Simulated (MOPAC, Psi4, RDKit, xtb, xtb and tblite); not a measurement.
Two geometries of SMILES C#CC[SiH2]OC, relaxed at GFN2-xTB with one dihedral held; other torsions can differ between them too.

Structure A

```
14

C     -3.4909     0.1333    -0.7553
C     -2.4813    -0.2606    -0.2469
C     -1.2598    -0.7260     0.3574
Si     0.2056     0.4403     0.0069
O      0.8924     0.5465     1.4745
C      2.0526     1.2365     1.8241
H     -4.3824     0.4712    -1.1916
H     -1.0448    -1.7260    -0.0240
H     -1.4125    -0.8107     1.4357
H      1.1295    -0.1367    -0.9792
H     -0.2163     1.7593    -0.4741
H      2.9107     0.8640     1.2598
H      2.2288     1.0854     2.8896
H      1.9441     2.3049     1.6241
```

Structure B

```
14

C     -1.8848    -0.2309    -3.4958
C     -1.8139    -0.3701    -2.3084
C     -1.7164    -0.5190    -0.8770
Si    -0.2558     0.4820    -0.1164
O      0.6162     1.3187    -1.1919
C      0.2567     2.3583    -2.0528
H     -1.9540    -0.1215    -4.5365
H     -2.6678    -0.2119    -0.4347
H     -1.5913    -1.5800    -0.6498
H      0.7998    -0.3924     0.3719
H     -0.8374     1.3580     0.9107
H     -0.0617     3.2361    -1.4848
H      1.1333     2.6162    -2.6484
H     -0.5540     2.0489    -2.7153
```

Q: Which is lower in energy at the level Psi4 with B3LYP-D3(BJ)/def2-TZVP // GFN2-xTB, and by how much?

A: A is lower, by 1.39 kcal/mol (dihedral C2–C3–Si4–O5: 135° in A, 0° in B).

E(B) − E(A) in kcal/mol at the other levels, on the same two geometries: GFN2-xTB (xtb and tblite) 1.18; MMFF94 // GFN2-xTB (RDKit) 2.51; B3LYP/def2-TZVP // GFN2-xTB (Psi4) 2.27; PBE/def2-TZVP // GFN2-xTB (Psi4) 1.79; PBE-D3(BJ)/def2-TZVP // GFN2-xTB (Psi4) 1.25; UFF // GFN2-xTB (RDKit) 6.95; PM6, restricted, heats of formation // GFN2-xTB (MOPAC) -2.93; PM7, restricted, heats of formation // GFN2-xTB (MOPAC) 0.21; GFN1-xTB // GFN2-xTB (xtb) -1.28.
